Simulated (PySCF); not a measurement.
H8N2OSi2, SMILES N[SiH2][Si@@H](N)O.

Geometry optimised at PBE-D3(BJ)/def2-SVP. The structure was generated by enumeration; whether it is a known compound was not checked. Other conformers were not sampled.

Calculation: r2SCAN/def2-TZVP run with PySCF.

Gas-phase values at a fixed geometry.

Task: Estimate the frontier levels, gap, dipole moment and polarisability. (Estimate from the structure and the level; the computed values follow.)

Result: 
```json
{
 "highest_occupied_level": "-5.84 eV",
 "lowest_empty_level": "-0.47 eV",
 "orbital_gap": "5.37 eV",
 "dipole_moment": "3.02 D",
 "quadrupole, principal values (traceless, Buckingham form, about the centre of nuclear charge)": "-4.11, -3.19, 7.30 D·Å",
 "mean_static_polarisability": "74.7 bohr³ (11.07 Å³)",
 "polarisability_principal_values": "66.9, 72.8, 84.5 bohr³"
}
```
